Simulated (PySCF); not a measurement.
NMR data simulated for an unnamed compound:

1H NMR (400 MHz, computed): δ 6.85 (m, 1H), 5.51 (m, 1H), 5.09 (m, 1H), 4.82 (m, 1H), 4.77 (m, 1H), 4.65 (m, 1H), 0.95 (br s, 1H).

13C{1H} NMR (computed): δ 185.3 (C), 161.5 (C), 131.9 (CH), 98.6 (CH2), 72.1 (CH).

- geometry from GFN2-xTB
- PBE0/pcSseg-1 with gauge-including orbitals
- run in PySCF 2.14.0 with density-fitted response routines
- no solvent, no relativistic terms, one conformer

Shifts are taken against calculated references (same method and geometry level): 1H (σref 31.72) and 13C (σref 186.93) against TMS.

Task: Which of these does the molecule contain: a Si–H bond, a CF3 group, an amide, an OH group, a non-aromatic C=C double bond, an NH or NH2 group?

Result: 
- A Si–H bond: yes (δH 5.51 (m), 5.09 (m)).
- A CF3 group: no.
- An amide: no.
- An OH group: yes (δH 0.95 (br s)).
- A non-aromatic C=C double bond: yes.
- An NH or NH2 group: no.

The data belong to `C=C1O[SiH2]C(F)=C[C@@H]1O`, C5H7FO2Si; they needn't prove each group on their own.

Carbon signals by region: 2 in the far downfield region (above 160 ppm), 1 in the sp2 and nitrile region (100–160 ppm), 2 at 50–100 ppm. Above 160 ppm: 185.3, fully substituted alkene carbon, 161.5, alkene carbon bearing oxygen.

OH and NH positions are those of a molecule without intermolecular hydrogen bonds; in solution they move with solvent, concentration and temperature, and exchange usually removes their couplings. Splittings by 19F in the carbon and heteronuclear signals aren't shown, as no couplings were computed. Shifts are as computed. Against solution values, carbons near 30 ppm lie about +3 ppm off and those near 130 ppm about +5 ppm. Of 1211 compounds with measured shifts, 218 miss one by over three times the rms of a fit or turn the order of signals round; such compounds aren't used in these exercises. No couplings were computed; multiplicities are counted from neighbouring protons, with m where these are inequivalent, close in shift, in a saturated or five-membered ring or joined by F or P, and br s for small geminal =CH2 splittings.
